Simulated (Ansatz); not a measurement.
(BeS)6 ring (Be6S6), 12 atoms. Hardware: 4 threads of Arm Neoverse V2 on a shared host.

Correlated methods freeze 30 core orbitals.

(1) How many basis functions does each of these Ansatz runs have, and roughly what does it cost? PBE0-D4/def2-TZVP, charge 0 triplet at the geometry of the charge 0 singlet, energy; PBE0-D4/def2-TZVP, charge 1 doublet at the geometry of the charge 0 singlet, energy; HF/STO-3G, charge 0 singlet, energy; RPA@PBE/def2-TZVP, charge 0 singlet, energy, from earlier orbitals; MP2/def2-TZVP, charge 0 singlet, energy, from earlier orbitals; PBE0-D4/def2-TZVPD, charge 0 singlet, energy, from earlier orbitals; B97M-V/def2-SVP, charge -1 doublet at the geometry of the charge 0 singlet, energy, from earlier orbitals; r2SCAN-D4/def2-TZVP, charge 0 triplet at the geometry of the charge 0 singlet, energy, from earlier orbitals; B97M-V/def2-TZVP, charge 0 singlet, energy, from earlier orbitals; PBE-D4/def2-TZVP, charge 0 singlet, energy and forces, from earlier orbitals; B97M-V/def2-TZVP, charge 1 doublet at the geometry of the charge 0 singlet, energy, from earlier orbitals; PBE0-D4/def2-SVP, charge -1 doublet at the geometry of the charge 0 singlet, energy.

## Answers

(1) Other jobs shared the machine, so times can vary by a factor of up to 3. A dash marks memory too small to be measured apart from the calling script's.

| run | functions | fitting or Cholesky vectors | wall time | peak host memory (GiB) |
| --- | --- | --- | --- | --- |
| HF/STO-3G, charge 0 singlet, energy | 84 | 1050 | 0.9 s | – |
| PBE-D4/def2-TZVP, charge 0 singlet, energy and forces, from earlier orbitals | 336 | 2412 | 8 s | 0.77 |
| MP2/def2-TZVP, charge 0 singlet, energy, from earlier orbitals | 336 | 2220 | 13 s | 1.2 |
| RPA@PBE/def2-TZVP, charge 0 singlet, energy, from earlier orbitals | 336 | 2220 | 18 s | 1.1 |
| PBE0-D4/def2-TZVPD, charge 0 singlet, energy, from earlier orbitals | 408 | 2688 | 27 s | 2.4 |
| B97M-V/def2-TZVP, charge 0 singlet, energy, from earlier orbitals | 336 | 2412 | 30 s | 0.97 |
| PBE0-D4/def2-SVP, charge -1 doublet at the geometry of the charge 0 singlet, energy | 162 | 1716 | 48 s | 1.2 |
| PBE0-D4/def2-TZVP, charge 1 doublet at the geometry of the charge 0 singlet, energy | 336 | 2220 | 51 s | 1.9 |
| B97M-V/def2-TZVP, charge 1 doublet at the geometry of the charge 0 singlet, energy, from earlier orbitals | 336 | 2412 | 58 s | 1.3 |
| PBE0-D4/def2-TZVP, charge 0 triplet at the geometry of the charge 0 singlet, energy | 336 | 2220 | 84 s | 2.1 |
| B97M-V/def2-SVP, charge -1 doublet at the geometry of the charge 0 singlet, energy, from earlier orbitals | 162 | 2034 | 95 s | 1.1 |
| r2SCAN-D4/def2-TZVP, charge 0 triplet at the geometry of the charge 0 singlet, energy, from earlier orbitals | 336 | 2412 | 98 s | 1.9 |
